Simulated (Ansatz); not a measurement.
Geometry optimisation, RKS PBE-D4/def2-SVP (Ansatz).

input.yaml

```yaml
crystal:
  periodic: [false, false, false]
  atoms:
    - { symbol: Ge, position_ang: [-0.528783, -0.157999, -0.451157] }
    - { symbol: F, position_ang: [-0.082942, 1.011424, 2.145915] }
    - { symbol: Cl, position_ang: [1.457785, -0.790173, 0.047212] }
    - { symbol: Cl, position_ang: [-0.619069, 1.935776, -0.901993] }
    - { symbol: Cl, position_ang: [-1.067636, -1.221295, -2.268422] }
    - { symbol: O, position_ang: [-1.71811, -0.604294, 0.793845] }
    - { symbol: H, position_ang: [-2.289018, -1.327122, 0.472112] }
    - { symbol: H, position_ang: [-0.813728, 0.523983, 2.453887] }
basis:
  gaussian: { orbitals: def2-SVP }
hamiltonian:
  xc: pbe
  dispersion: d4
relax:
  f_tol: 0.03
  max_steps: 50
```

Run as:

```bash
$ ansatz run input.yaml --threads 4 --pin off --max-ram 5120MiB --backend cpu --events-out ev --progress --plain --runs-dir out
```

Q: Where does it end, and by what steps?

A: The run converged. The force dipped under the threshold on the way, but the program's further checks kept it going. After 13 steps the energy has fallen by 0.109 eV; H8 moved furthest, 0.39 Å.

```csv
step,energy less start (eV),largest force component (eV/Å),accepted
0,0.0000,0.388,yes
1,-0.0393,1.005,yes
2,-0.0810,0.788,yes
3,-0.0726,1.380,no
4,-0.1053,0.078,yes
5,-0.1062,0.033,yes
6,-0.1066,0.022,yes
7,-0.1068,0.012,yes
8,-0.1071,0.028,yes
9,-0.1073,0.072,yes
10,-0.1074,0.218,yes
11,-0.1085,0.072,yes
12,-0.1084,0.169,no
13,-0.1087,0.013,yes
```

```xyz
8
Properties=species:S:1:pos:R:3
Ge -0.478 -0.117 -0.492
F -0.230 0.955 2.349
Cl 1.499 -0.775 -0.010
Cl -0.535 1.966 -0.947
Cl -1.178 -1.263 -2.185
O -1.655 -0.465 0.820
H -2.154 -1.287 0.639
H -0.931 0.357 2.116
```

Whether the end is a true minimum wasn't checked by a vibrational analysis.

Time of the run: 23 s on 4 threads of Arm Neoverse V2, with other jobs on the host, peak memory 0.2 GiB.
